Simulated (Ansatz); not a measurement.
ZrIF3. Total charge 0; singlet. Geometry PBE0-D4/def2-SVP.

```xyz
5

Zr    0.075    0.054    0.127
I    -1.223   -0.877   -2.065
F    -0.498   -0.885    1.660
F    -0.290    1.891    0.357
F     1.936   -0.183   -0.080
```

In the def2 sets I, Zr take a core potential; there is no spin–orbit coupling. HSE06 is defined as in plane-wave codes, on full-range PBE exchange.

**Question.** Estimate the orbital energies around the gap (eV) in Ansatz with PBE-D4/def2-SVP, r2SCAN-D4/def2-TZVP, PBE0-D4/def2-SVP, PBE0-D4/def2-TZVP, HSE06-D4/def2-TZVP.

**Answer.** 
```
orbital  PBE-D4/def2-SVP  r2SCAN-D4/def2-TZVP  PBE0-D4/def2-SVP  PBE0-D4/def2-TZVP  HSE06-D4/def2-TZVP
HOMO−13           -27.77               -29.95            -31.24             -31.80              -31.38
HOMO−12           -17.46               -18.15            -19.54             -19.53              -19.11
HOMO−11           -11.43               -12.05            -13.59             -13.63              -13.21
HOMO−10           -11.43               -12.05            -13.59             -13.63              -13.21
 HOMO−9           -11.16               -11.78            -13.31             -13.36              -12.94
 HOMO−8           -10.93               -11.53            -13.06             -13.09              -12.67
 HOMO−7           -10.93               -11.53            -13.06             -13.09              -12.67
 HOMO−6           -10.48               -11.10            -12.58             -12.63              -12.21
 HOMO−5           -10.17               -10.82            -12.29             -12.35              -11.93
 HOMO−4           -10.17               -10.82            -12.29             -12.35              -11.93
 HOMO−3           -10.13               -10.81            -12.28             -12.35              -11.93
 HOMO−2            -8.26                -8.62             -9.56              -9.51               -9.12
 HOMO−1            -7.13                -7.53             -8.34              -8.38               -7.99
   HOMO            -7.13                -7.53             -8.34              -8.38               -7.99
   LUMO            -2.69                -2.68             -1.98              -2.04               -2.41
 LUMO+1            -2.69                -2.68             -1.98              -2.04               -2.41
 LUMO+2            -2.11                -2.09             -1.44              -1.47               -1.85
 LUMO+3            -1.20                -1.13             -0.58              -0.65               -0.98
 LUMO+4            -1.15                -1.13             -0.42              -0.53               -0.91
 LUMO+5            -1.15                -0.73             -0.42              -0.53               -0.91
```
